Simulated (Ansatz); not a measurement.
Abridged output of a molecular run in Ansatz:

```
Functional definition: HF
1472 factors; integrals over basis functions are off by at most 9.8e-4 eV
mean field evaluation 1: about -9303.1359 eV, gradient 7.5e1 eV
mean field evaluation 2: about -9303.2813 eV, gradient 7.5e1 eV
mean field evaluation 4: about -9312.9973 eV, gradient 9.3e0 eV
mean field evaluation 8: about -9313.2238 eV, gradient 8.8e-1 eV
mean field evaluation 16: about -9313.2260 eV, gradient 2.1e-6 eV
mean field -9313.22595385 eV, -342.2547410729 hartree, gradient 2.1e-6 eV, S^2 0.000000; 0 other end points of the search recorded, 0 dependent functions left out
4 core orbitals not correlated: weight in the atoms' cores, before any rotation towards them, 1.000 or more for the frozen orbitals, at most 0.000 for the correlated occupied ones
reference -9313.22595385 eV, -342.2547410729 hartree; 20, 20 occupied and 212, 212 virtual orbitals, 1472 factors
second order -36.24476971 eV of doubles, -0.00000000 eV of singles
cycle   1  -34.49273160 eV  change     1.8e0 eV  update   2.0e-1
cycle   2  -35.52906959 eV  change    -1.0e0 eV  update   9.5e-2
cycle   3  -35.80300242 eV  change   -2.7e-1 eV  update   3.2e-2
cycle   4  -35.79876883 eV  change    4.2e-3 eV  update   1.2e-2
cycle   5  -35.78371958 eV  change    1.5e-2 eV  update   3.4e-3
cycle   6  -35.78533077 eV  change   -1.6e-3 eV  update   1.5e-3
cycle   7  -35.78575821 eV  change   -4.3e-4 eV  update   5.7e-4
cycle   8  -35.78536145 eV  change    4.0e-4 eV  update   2.2e-4
cycle   9  -35.78541319 eV  change   -5.2e-5 eV  update   8.8e-5
cycle  10  -35.78551547 eV  change   -1.0e-4 eV  update   3.5e-5
cycle  11  -35.78543096 eV  change    8.5e-5 eV  update   1.7e-5
cycle  12  -35.78542972 eV  change    1.2e-6 eV  update   7.4e-6
perturbative correction -1.61890188 eV, -0.0594935468 hartree
Total energy: -9350.63028546 eV, -343.6293249058 hartree
```

Its atoms:

```xyz
9

N    -1.0300   -1.3700   -0.0940
Ta    0.2810   -0.2194   -0.3658
N     0.5691    0.6132    1.4025
O    -0.2107    1.1131   -1.6414
F     1.8614   -1.0782   -0.9704
H    -1.7270   -2.0916   -0.0306
H     0.0863    0.3720    2.2529
H     1.1967    1.3894    1.5607
H    -1.0269    1.2715   -2.1140
```

Q: Which basis set was used?
A. def2-TZVPP
B. def2-TZVPPD
C. def2-SVP
D. cc-pV(Q+d)Z

A: A. It gives 236 functions.

Q: Write the keys of the input that set method, charge and spin (a neutral closed shell needs none for the last two).

A: 
```yaml
correlation: {method: ccsd_t}
```
